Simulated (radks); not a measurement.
All-electron atom: the bismuth ion Bi4+ in [Xe] 4f14 5d9 6s1 6d1 (not the ground configuration).

Calculated with a radial shooting solver on a logarithmic mesh with Libxc functionals: non-relativistic Kohn-Sham, r2SCAN, spin-polarised, spherical densities, point nucleus; open shells are filled with parallel spins first (spin-orbit coupling, left out, can overturn this in heavy ions); meta-GGA in the generalised Kohn-Sham scheme; relativity is left out, which matters for an element this heavy.

Energy parts (hartree):
| part | energy |
|---|---|
| total | -20094.9404 |
| kinetic | 20090.4763 |
| electron-nucleus | -47662.5655 |
| Hartree | 7846.0240 |
| exchange-correlation | -368.8752 |

Orbitals (lengths in bohr, moments of r in powers of bohr; r(90%) holds 90 % of the orbital's charge):
[
 {"orbital": "1s up", "occ.": "1", "eigenvalue (hartree)": "-2982.638", "<r^2>": "0.0004443", "r(90%)": "0.0324"},
 {"orbital": "1s down", "occ.": "1", "eigenvalue (hartree)": "-2982.637", "<r^2>": "0.0004443", "r(90%)": "0.0324"},
 {"orbital": "2s up", "occ.": "1", "eigenvalue (hartree)": "-506.6405", "<r^2>": "0.006881", "r(90%)": "0.117"},
 {"orbital": "2s down", "occ.": "1", "eigenvalue (hartree)": "-506.6313", "<r^2>": "0.006881", "r(90%)": "0.117"},
 {"orbital": "2p up", "occ.": "3", "eigenvalue (hartree)": "-487.9787", "<r^2>": "0.005071", "r(90%)": "0.104"},
 {"orbital": "2p down", "occ.": "3", "eigenvalue (hartree)": "-487.9718", "<r^2>": "0.005071", "r(90%)": "0.104"},
 {"orbital": "3s up", "occ.": "1", "eigenvalue (hartree)": "-123.2352", "<r^2>": "0.04217", "r(90%)": "0.280"},
 {"orbital": "3s down", "occ.": "1", "eigenvalue (hartree)": "-123.2328", "<r^2>": "0.04217", "r(90%)": "0.280"},
 {"orbital": "3p up", "occ.": "3", "eigenvalue (hartree)": "-114.3480", "<r^2>": "0.03873", "r(90%)": "0.272"},
 {"orbital": "3p down", "occ.": "3", "eigenvalue (hartree)": "-114.3451", "<r^2>": "0.03873", "r(90%)": "0.272"},
 {"orbital": "3d up", "occ.": "5", "eigenvalue (hartree)": "-97.78932", "<r^2>": "0.02969", "r(90%)": "0.246"},
 {"orbital": "3d down", "occ.": "5", "eigenvalue (hartree)": "-97.78353", "<r^2>": "0.02969", "r(90%)": "0.246"},
 {"orbital": "4s up", "occ.": "1", "eigenvalue (hartree)": "-29.35973", "<r^2>": "0.1975", "r(90%)": "0.598"},
 {"orbital": "4s down", "occ.": "1", "eigenvalue (hartree)": "-29.35420", "<r^2>": "0.1975", "r(90%)": "0.598"},
 {"orbital": "4p up", "occ.": "3", "eigenvalue (hartree)": "-25.40579", "<r^2>": "0.2014", "r(90%)": "0.608"},
 {"orbital": "4p down", "occ.": "3", "eigenvalue (hartree)": "-25.39937", "<r^2>": "0.2013", "r(90%)": "0.608"},
 {"orbital": "4d up", "occ.": "5", "eigenvalue (hartree)": "-18.11627", "<r^2>": "0.2080", "r(90%)": "0.630"},
 {"orbital": "4d down", "occ.": "5", "eigenvalue (hartree)": "-18.10789", "<r^2>": "0.2079", "r(90%)": "0.630"},
 {"orbital": "4f up", "occ.": "7", "eigenvalue (hartree)": "-8.25241", "<r^2>": "0.2214", "r(90%)": "0.679"},
 {"orbital": "4f down", "occ.": "7", "eigenvalue (hartree)": "-8.24244", "<r^2>": "0.2210", "r(90%)": "0.678"},
 {"orbital": "5s up", "occ.": "1", "eigenvalue (hartree)": "-6.51716", "<r^2>": "0.9499", "r(90%)": "1.31"},
 {"orbital": "5s down", "occ.": "1", "eigenvalue (hartree)": "-6.47097", "<r^2>": "0.9487", "r(90%)": "1.31"},
 {"orbital": "5p up", "occ.": "3", "eigenvalue (hartree)": "-5.15521", "<r^2>": "1.081", "r(90%)": "1.41"},
 {"orbital": "5p down", "occ.": "3", "eigenvalue (hartree)": "-5.10755", "<r^2>": "1.078", "r(90%)": "1.40"},
 {"orbital": "5d up", "occ.": "5", "eigenvalue (hartree)": "-2.89824", "<r^2>": "1.555", "r(90%)": "1.72"},
 {"orbital": "5d down", "occ.": "4", "eigenvalue (hartree)": "-2.84289", "<r^2>": "1.533", "r(90%)": "1.71"},
 {"orbital": "6s up", "occ.": "1", "eigenvalue (hartree)": "-1.83860", "<r^2>": "4.926", "r(90%)": "2.97"},
 {"orbital": "6s down", "occ.": "0", "eigenvalue (hartree)": "-1.72017", "<r^2>": "4.841", "r(90%)": "2.95"},
 {"orbital": "6p up", "occ.": "0", "eigenvalue (hartree)": "-1.48391", "<r^2>": "6.172", "r(90%)": "3.34"},
 {"orbital": "6p down", "occ.": "0", "eigenvalue (hartree)": "-1.36201", "<r^2>": "6.181", "r(90%)": "3.35"},
 {"orbital": "6d up", "occ.": "1", "eigenvalue (hartree)": "-0.96483", "<r^2>": "10.25", "r(90%)": "4.31"},
 {"orbital": "5f up", "occ.": "0", "eigenvalue (hartree)": "-0.88048", "<r^2>": "6.365", "r(90%)": "3.64"},
 {"orbital": "7s up", "occ.": "0", "eigenvalue (hartree)": "-0.83000", "<r^2>": "17.86", "r(90%)": "5.57"},
 {"orbital": "7d up", "occ.": "0", "eigenvalue (hartree)": "-0.49976", "<r^2>": "35.20", "r(90%)": "7.84"}
]

The highest occupied level is 6d up at -26.254 eV. The configuration is held as typed, so some empty levels lie below it. The density falls to 0.001 e/bohr^3 at r = 4.09 bohr. The electron density at the nucleus is 4.111e+05 e/bohr^3. Summed over all electrons, <r^2> = 44.90 bohr^2, which gives a Langevin (diamagnetic) susceptibility term of -35.6 x 10^-6 cm^3/mol. The spin density at the nucleus is 44.67 e/bohr^3 (1s 0.19, 2s -0.18, 3s -0.11, 4s 0.54, 5s -0.54, 6s 44.78).
